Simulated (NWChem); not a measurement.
Molecule: InBr2, doublet; SMILES [Br][In][Br]

```xyz
3

In     0.0000     0.0000     0.7218
Br    -2.1993     0.0000    -0.5278
Br     2.1993     0.0000    -0.5278
```
Atoms are numbered in this order, from 1.

Level: PBE0/def2-SVP with def2 effective core potentials on In, spin-unrestricted (NWChem), optimised geometry, unscaled harmonic frequencies. In the optimisation the excess spin sits in a1 (C2v, its own frame). This build's default masses of Se (78.918 u) and Br (79.917 u) are each other's, which moves their modes by up to 0.6 %. This spin state was assumed; another may lie lower. def2 effective core potentials on In; no spin-orbit coupling.

```
frequency (cm⁻¹)  IR intensity (km/mol)
----------------  ---------------------
55                                  1.8
207                                 9.5
251                                44.1
```

zero-point energy: 0.7 kcal/mol
thermal correction to the enthalpy at 298.15 K (with zero-point energy): 4.3 kcal/mol
heat capacity Cv: 11.5 cal/(mol K)
entropy at 298.15 K and 1 atm (symmetry number 2, electronic part: spin degeneracy alone): 80.7 cal/(mol K)

Rigid rotor and harmonic oscillator; modes under 100 cm⁻¹ make the entropy uncertain.
